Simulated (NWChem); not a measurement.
SF$_{6}$, triplet; SMILES of the neutral closed-shell parent FS(F)(F)(F)(F)F

```xyz
7

F      1.4908    -0.0042    -0.8266
S      0.0000     0.0000     0.0000
F      0.5802    -1.2065     1.0554
F     -0.5895    -1.2037    -1.0540
F     -0.5802     1.2065    -1.0554
F      0.5895     1.2037     1.0540
F     -1.4908     0.0042     0.8266
```
Atoms are numbered in this order, from 1.

Results from NWChem. Spin-unrestricted. In the optimisation the excess spin sits in ag (Ci, its own frame). The geometry was optimised at PBE0/def2-SVP, spin-unrestricted. Not confirmed as a minimum by frequencies. The spin multiplicity was typed, not searched, and may not be the lowest. No stability test was run on the SCF state. Vzz is the largest principal value of the second derivative of the potential at the nucleus (NWChem prints the opposite sign); η is the asymmetry. Non-relativistic.

Problem. Predict the results for UHF/def2-SVP. Quantities: Vzz S2 (a.u.); η S2.

Solution. The vzz S2 (a.u.) is -0.649. The η S2 comes out as 0.00.
